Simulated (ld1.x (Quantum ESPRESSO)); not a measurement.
Scattering properties, TM potential for Ti

| Property | Result |
| --- | --- |
| Element | titanium (Ti) |
| Generator | ld1.x (Quantum ESPRESSO) 7.5 |
| Type | norm-conserving Troullier–Martins (Kleinman–Bylander form) |
| Functional | LDA (PZ) |
| Relativity | scalar-relativistic |
| Frozen core | [Ar] |
| Valence charge | 4 |
| Reference configuration | 3d2 4s0 4p0 (charge +2) |
| Partial waves | 4s (bound, empty): rc 2.50 bohr; 4p (bound, empty): rc 3.10 bohr; 3d (bound): rc 1.75 bohr |
| Local potential | all-electron potential smoothed inside 2.15 bohr (lloc = -1) |
| Core correction | none |

The phase is arctan(r·u′/u) with u = r·R(r), unwrapped; energies in Ry, scanned from -3 to 5 Ry. A pole is an energy at which the radial function vanishes at the test radius. The pseudo phase is shifted by a multiple of π to meet the all-electron one at the reference energy, and phase errors are pseudo minus all-electron; the curves can meet again beyond the range given. Levels narrower than the energy grid can be missing from the lists of poles.

For each channel, where are the poles, and over which energies does the pseudopotential scatter like the atom?

```json
{"channel": "s", "radius (bohr)": "3.37", "reference energy (Ry)": "-1.24", "poles, all-electron": "-0.46, 4.41", "poles, pseudo": "-0.99, -0.38, 4.29", "unbroken range about the reference energy with phases within 0.05 rad": "below -1.0", "phase error 1 Ry above the reference energy (rad)": "-3.121"}
{"channel": "p", "radius (bohr)": "3.37", "reference energy (Ry)": "-0.91", "poles, all-electron": "0.21", "poles, pseudo": "0.05, 1.74", "unbroken range about the reference energy with phases within 0.05 rad": "below 0.2", "phase error 1 Ry above the reference energy (rad)": "-0.039"}
{"channel": "d", "radius (bohr)": "3.37", "reference energy (Ry)": "-1.46", "poles, all-electron": "-1.40, 1.39", "poles, pseudo": "-1.40, 1.54", "unbroken range about the reference energy with phases within 0.05 rad": "below -0.3", "phase error 1 Ry above the reference energy (rad)": "+0.022"}
```

Note: ghost state, extra bound levels that the all-electron valence spectrum of the same l lacks: s at -13.2 eV. A true bound ghost makes a file unfit for plane-wave use.

Phases in the s channel:

```csv
E (Ry),all-electron,pseudo
-3.00,1.321,1.319
-2.76,1.295,1.293
-2.52,1.260,1.256
-2.28,1.207,1.202
-2.04,1.118,1.111
-1.80,0.938,0.926
-1.56,0.441,0.420
-1.32,-0.663,-0.665
-1.08,-1.227,-1.243
-0.84,-1.429,-4.533
-0.60,-1.530,-4.649
-0.36,-1.595,-4.716
-0.12,-1.645,-4.766
0.12,-1.690,-4.808
0.36,-1.736,-4.850
0.60,-1.790,-4.895
0.84,-1.861,-4.952
1.08,-1.972,-5.033
1.32,-2.176,-5.167
1.56,-2.641,-5.440
1.80,-3.506,-6.101
2.04,-4.085,-6.964
2.28,-4.331,-7.372
2.52,-4.454,-7.549
2.76,-4.527,-7.645
3.00,-4.576,-7.705
3.24,-4.612,-7.747
3.48,-4.640,-7.780
3.72,-4.662,-7.806
3.96,-4.682,-7.828
4.20,-4.699,-7.847
4.44,-4.715,-7.866
4.68,-4.729,-7.884
4.92,-4.744,-7.903
```
